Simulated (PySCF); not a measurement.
C4H6ClF, SMILES C(/F)(CC)=C/Cl.

Geometry optimised at B3LYP-D3(BJ)/def2-SVP. The structure was generated by enumeration; whether it is a known compound was not checked. One conformer was computed; it need not be the lowest.

Calculation: TDA-PBE/def2-SVPD in PySCF 2.14.0.

Vertical excitations. 

Estimate the UV-visible absorptions. (Estimate from the structure and the level; the computed values follow.)


```csv
state,energy (eV),λ (nm),f,main pairs
S1,5.77,215,0.019,"HOMO→LUMO+1 57 %, HOMO→LUMO+2 37 %"
S2,5.86,212,0.019,"HOMO→LUMO+2 52 %, HOMO→LUMO+1 42 %"
S3,6.52,190,0.192,"HOMO→LUMO+3 59 %, HOMO→LUMO 29 %"
S4,6.60,188,0.000,HOMO−1→LUMO 100 %
S5,6.82,182,0.149,"HOMO→LUMO+3 38 %, HOMO→LUMO 31 %, HOMO→LUMO+4 14 %"
S6,7.06,176,0.052,HOMO→LUMO+4 81 %
S7,7.15,174,0.009,HOMO→LUMO+5 94 %
S8,7.38,168,0.045,"HOMO−1→LUMO+2 52 %, HOMO−1→LUMO+1 45 %"
S9,7.54,165,0.007,"HOMO−1→LUMO+1 52 %, HOMO−1→LUMO+2 46 %"
S10,7.71,161,0.006,HOMO→LUMO+6 92 %
T1,4.18,297,0,HOMO→LUMO 97 %
T2,5.29,234,0,HOMO→LUMO+1 99 %
T3,5.74,216,0,HOMO→LUMO+2 98 %
T4,6.46,192,0,HOMO−1→LUMO 99 %
```
Triplets are in the Tamm–Dancoff approximation.
